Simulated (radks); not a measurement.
The promethium ion Pm7+, configuration [Kr] 4d10 4f1 5s2 5p5 (not the ground configuration). All-electron calculation, scalar-relativistic Kohn-Sham, PBE, spin-polarised, spherical densities, finite nucleus; open shells are filled with parallel spins first (spin-orbit coupling, left out, can overturn this in heavy ions); Fermi nuclear charge, rms radius 4.962 fm. Program: a radial shooting solver on a logarithmic mesh with Libxc functionals. Some entries of the table are withheld. Estimate them.

| orbital | occ. | eigenvalue (hartree) | <r^2> (bohr^2) | <r> (bohr) |
|---|---|---|---|---|
| 1s up | 1 | -1658.723 | 0.0007318 | 0.02318 |
| 1s down | 1 | -1658.719 | 0.0007318 | 0.02318 |
| 2s up | 1 | -273.4448 | 0.01156 | 0.09898 |
| 2s down | 1 | -273.4427 | 0.01156 | 0.09898 |
| 2p up | 3 | -244.6696 | 0.009266 | 0.08713 |
| 2p down | 3 | -244.6664 | 0.009266 | 0.08713 |
| 3s up | 1 | -63.27555 | 0.07757 | 0.2606 |
| 3s down | 1 | -63.25647 | 0.07754 | 0.2605 |
| 3p up | 3 | -54.23973 | 0.07764 | 0.2588 |
| 3p down | 3 | -54.22030 | 0.07760 | 0.2588 |
| 3d up | 5 | -41.84284 | 0.06572 | 0.2364 |
| 3d down | 5 | -41.82719 | 0.06568 | 0.2363 |
| 4s up | 1 | -16.09524 | 0.3876 | 0.5864 |
| 4s down | 1 | -16.05017 | 0.3875 | 0.5864 |
| 4p up | 3 | -13.08836 | 0.4332 | 0.6178 |
| 4p down | 3 | -13.04352 | 0.4331 | 0.6178 |
| 4d up | 5 | (1) | 0.5115 | 0.6658 |
| 4d down | 5 | (2) | 0.5110 | 0.6655 |
| 5s up | 1 | -5.02584 | 1.829 | 1.281 |
| 5s down | 1 | -4.96802 | 1.836 | 1.283 |
| 4f up | 1 | -4.18930 | 0.7217 | 0.7742 |
| 4f down | 0 | -4.13994 | 0.7202 | 0.7733 |
| 5p up | 3 | (3) | 2.215 | 1.408 |
| 5p down | 2 | (4) | 2.231 | 1.413 |

Answer. 
(1) 4d up eigenvalue (hartree): -8.83061
(2) 4d down eigenvalue (hartree): -8.78499
(3) 5p up eigenvalue (hartree): -4.13365
(4) 5p down eigenvalue (hartree): -4.07879
